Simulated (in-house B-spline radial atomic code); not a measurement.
K⁷⁺. Computed with a B-spline radial atomic code. Model: all-electron spherical atom, spin shells full or empty, radial basis limit, no spin-orbit coupling, Breit or QED, empty-state partial waves extrapolated as (l+1/2)^-4, RPA, G0W0 and static COHSEX of the highest shell as one setting changes (uncorrelated shells keep exact exchange).

Given: element K; charge 7; filled core Ne; hamiltonian one-electron scalar X2C; mean-field start Hartree-Fock; highest l of empty states 9; nuclear rms radius 3.4349 fm; highest mean-field shell 3s.

Shell: 3s 1 1 (electrons up and down).

```csv
lowest nl shells left uncorrelated,RPA correlation energy (hartree),G0W0 level (eV),G0W0 minus most complete (meV),COHSEX level (eV),removal by RPA minus most complete (meV)
0,-0.70798,-155.12,0,-157.39,0
1,?,?,?,?,?
2,?,?,?,?,?
3,-0.085301,-154.75,370.8,-156.83,-409
```

(1) What follows for lowest nl shells left uncorrelated = 2?

(2) What follows for lowest nl shells left uncorrelated = 1?

Answers

(1) RPA correlation energy -0.43776 hartree; G0W0 level -155.15 eV; G0W0 minus most complete -30.7 meV; COHSEX level -157.43 eV; removal by RPA minus most complete 19.3 meV.

(2) RPA correlation energy -0.57658 hartree; G0W0 level -155.12 eV; G0W0 minus most complete 5.1 meV; COHSEX level -157.37 eV; removal by RPA minus most complete -2.2 meV.
